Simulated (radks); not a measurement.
The numbers below are computed, except where a source is named.
Problem. These are the eigenvalues of the occupied orbitals of an atom or ion with whole-number occupations (hartree). Code: a radial shooting solver on a logarithmic mesh with Libxc functionals. Model: non-relativistic Kohn-Sham, XLYP, spin-polarised, spherical densities, point nucleus.

| orbital | eigenvalue |
|---|---|
| 1s down | -298.7449 |
| 1s up | -298.7449 |
| 2s up | -35.49292 |
| 2s down | -35.47335 |
| 2p up | -31.00464 |
| 2p down | -30.99009 |
| 3s up | -4.10008 |
| 3s down | -4.06043 |
| 3p up | -2.73519 |
| 3p down | -2.69642 |
| 3d up | -0.49914 |
| 3d down | -0.46575 |

Which element is it, and in what charge state? The configuration may be excited. Open shells, if any, are filled with parallel spins first.

Solution. Z = 28, nickel, charge +1: Ni+ in [Ar] 3d9. The list shows which subshells hold electrons but not how many an open one holds; the 1s level, -298.74 hartree, gives Z - s = 24.4 by -(Z - s)^2/2, which with screening narrows Z to a few neighbours, and the depths of the outer levels then fix element, charge and occupations together.
